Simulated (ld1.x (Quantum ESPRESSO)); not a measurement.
Which change was made? (N, TM)

- Element: nitrogen
- Generator: ld1.x (Quantum ESPRESSO) 7.5
- Type: norm-conserving Troullier–Martins (Kleinman–Bylander form)
- Functional: LDA (PZ)
- Relativity: scalar-relativistic
- Frozen core: [He]
- Valence charge: 5
- Reference configuration: 2s2 2p2.75 (charge +0.25)
- Partial waves: 2s (bound): rc 1.00 bohr; 3d channel at 0.15 Ry: rc 1.30 bohr; 2p (bound): rc 1.25 bohr
- Local potential: the p channel
- Core correction: none

Cutoffs, loose and tight: the cutoffs (Ry, on a coarse ladder) from which the occupation-weighted sum of valence levels, in a spherical-Bessel basis at the reference potential, stays within 10 and 1 mRy of its value at 400 Ry. They do not see the model core or the augmentation charge, which bear on the density cutoff. Test errors are all-electron minus pseudo excitation energies from the reference, over the configurations 2s2 2p3; 2s2 2p2; 2s2 2p1; 2s2 2p0; 2s2 2p2.5; 2s1 2p3; 2s1 2p4 (two spin-polarised tests are not counted in the largest error); variants that change the core or the reference have their own tests.

The base gives: outcome: generated; cutoff, loose: 70 Ry; cutoff, tight: 140 Ry; bound ghosts: none; largest test error (meV): +399.

Task: After one change the result is: outcome: generated; cutoff, loose: 40 Ry; cutoff, tight: 55 Ry; bound ghosts: none; largest test error (meV): +243. Which change was it?
A. wave 2s (bound): rc 1.00 bohr becomes 2s (bound): rc 0.76 bohr
B. type ultrasoft; waves now 2s (bound): rcut 0.85, rcutus 1.00 bohr; 2s channel at 0.8 Ry: rcut 0.85, rcutus 1.00 bohr; 2p (bound): rcut 1.10, rcutus 1.25 bohr; 2p channel at 0.05 Ry: rcut 1.10, rcutus 1.25 bohr; 3d channel at 0.15 Ry: rcut 1.15, rcutus 1.30 bohr; local potential all-electron potential smoothed inside 1.20 bohr (lloc = -1); augmentation PSQ, radius 0.90 bohr
C. wave 2p (bound): rc 1.25 bohr becomes 2p (bound): rc 1.02 bohr
D. all radii scaled by about 0.75 (s 0.76, p 0.94, d 0.98 bohr)

Result: B. The others give: wave 2s (bound): rc 1.00 bohr becomes 2s (bound): rc 0.76 bohr → outcome: generated; cutoff, loose: 90 Ry; cutoff, tight: 160 Ry; bound ghosts: none; largest test error (meV): +396 | wave 2p (bound): rc 1.25 bohr becomes 2p (bound): rc 1.02 bohr → outcome: generated; cutoff, loose: 90 Ry; cutoff, tight: 140 Ry; bound ghosts: none; largest test error (meV): +306 | all radii scaled by about 0.75 (s 0.76, p 0.94, d 0.98 bohr) → outcome: generated; cutoff, loose: 110 Ry; cutoff, tight: 200 Ry; bound ghosts: none; largest test error (meV): +283.
